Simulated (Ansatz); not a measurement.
Problem. Name a neutral molecule of B, C, O, Si and H with LUMO energy (B3LYP/def2-TZVPP) between -0.30 and 0.00 eV and HOMO–LUMO gap (PBE0/def2-TZVPP) between 8.55 and 8.85 eV (Ansatz, PBE0-D4/def2-TZVP geometry).

Solution. `COB(C)O[SiH3]` (-0.01 eV, 8.70 eV); `CCB(O)O[SiH3]` (-0.05 eV, 8.71 eV). Other molecules can fit too; these were computed, each in one conformer that needn't be the lowest.

B3LYP here is the variant with VWN-RPA as its local correlation; programs differ in this.
